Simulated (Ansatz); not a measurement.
```yaml
crystal:
  periodic: [false, false, false]
  atoms:
    - {symbol: F, position_ang: [0.888106, 0.530973, 1.109265]}
    - {symbol: Al, position_ang: [0.031960, -0.061501, -0.037651]}
    - {symbol: F, position_ang: [0.276202, -1.867197, -0.129085]}
    - {symbol: Cl, position_ang: [-1.211005, 0.904786, -0.937615]}
basis:
  gaussian: {orbitals: "6-31++G**"}
hamiltonian: {xc: {name: PBE0}, dispersion: d3bj}
relax: {f_tol: 0.0001, max_steps: 3}
output: {forces: true}
```

```sh
$ ansatz run in.yaml --threads 2 --pin off --events-out ev --progress --plain --max-ram 20480MiB --backend cpu
```

It prints (some lines left out):

```
Functional definition: PBE0
  name "PBE0"
  cite "Adamo & Barone, J. Chem. Phys. 110, 6158 (1999) doi:10.1063/1.478522"
  cite "Perdew, Burke & Ernzerhof, Phys. Rev. Lett. 77, 3865 (1996) doi:10.1103/PhysRevLett.77.3865"
  parent pbe
  parameter a = 0.25
  parameter kappa = 0.804
  parameter beta = 0.06672455060314922
  exchange = (1 - a)*pbe_x(kappa = kappa, mu = beta*pi^2/3) + a*exact_x
  correlation = pbe_c(beta = beta)
768 factors; integrals over basis functions are off by at most 2.2e-4 eV
mean field evaluation 1: about -24540.5149 eV, gradient 5.2e1 eV
mean field evaluation 2: about -24532.1482 eV, gradient 9.2e1 eV
mean field evaluation 4: about -24544.8024 eV, gradient 3.2e0 eV
mean field evaluation 8: about -24544.8305 eV, gradient 2.9e-2 eV
mean field -24544.83051883 eV, -902.0058844832 hartree, gradient 1.3e-5 eV, S^2 0.000000; 0 other end points of the search recorded, 0 dependent functions left out
the calculation of the forces begins
reference -24544.83056788 eV, -902.0058862859 hartree; 24, 24 occupied and 60, 60 virtual orbitals, 768 factors
relax step   1: F+E_penalty+E_count = -24544.88606037 eV  Δ(F+E_penalty+E_count) = +0.000e0 eV  max|allowed force component| = 9.230e0 eV/Å  Δτ_max = 0.0000 Å  (24 SCF iters, accepted)
these checks for a lower state are left out or cut short: starts, cluster_reference, orbital_swaps, neighbouring_geometries, increment
768 factors; integrals over basis functions are off by at most 2.4e-4 eV
mean field evaluation 16: about -24545.9805 eV, gradient 4.7e-1 eV
mean field -24545.99351907 eV, -902.0486239539 hartree, gradient 2.1e-5 eV, S^2 0.000000; 0 other end points of the search recorded, 0 dependent functions left out
the calculation of the forces begins
reference -24545.99356517 eV, -902.0486256480 hartree; 24, 24 occupied and 60, 60 virtual orbitals, 768 factors
relax step   2: F+E_penalty+E_count = -24546.04780108 eV  Δ(F+E_penalty+E_count) = -1.162e0 eV  max|allowed force component| = 3.369e0 eV/Å  Δτ_max = 0.1985 Å  (28 SCF iters, accepted)
these checks for a lower state are left out or cut short: starts, cluster_reference, orbital_swaps, neighbouring_geometries, increment
768 factors; integrals over basis functions are off by at most 3.4e-4 eV
mean field -24546.26823011 eV, -902.0587193982 hartree, gradient 6.5e-6 eV, S^2 0.000000; 0 other end points of the search recorded, 0 dependent functions left out
the calculation of the forces begins
reference -24546.26828076 eV, -902.0587212596 hartree; 24, 24 occupied and 60, 60 virtual orbitals, 768 factors
relax step   3: F+E_penalty+E_count = -24546.32299105 eV  Δ(F+E_penalty+E_count) = -2.752e-1 eV  max|allowed force component| = 4.109e-1 eV/Å  Δτ_max = 0.1452 Å  (28 SCF iters, accepted)
Error: geometry relaxation did not converge after 3 steps: max|allowed force component| = 4.11e-1 eV/Å (threshold 1.0e-4). Raise `relax.max_steps` over both its present limit and 3, loosen `relax.f_tol`, or start from a geometry closer to equilibrium. Where this run's directory can be resumed (`checkpoint.write`), a resume goes on for up to `relax.max_steps` more
```

Question: What is wrong with this run?

Answer: The relaxation is allowed too few steps for its threshold. The run did not converge.
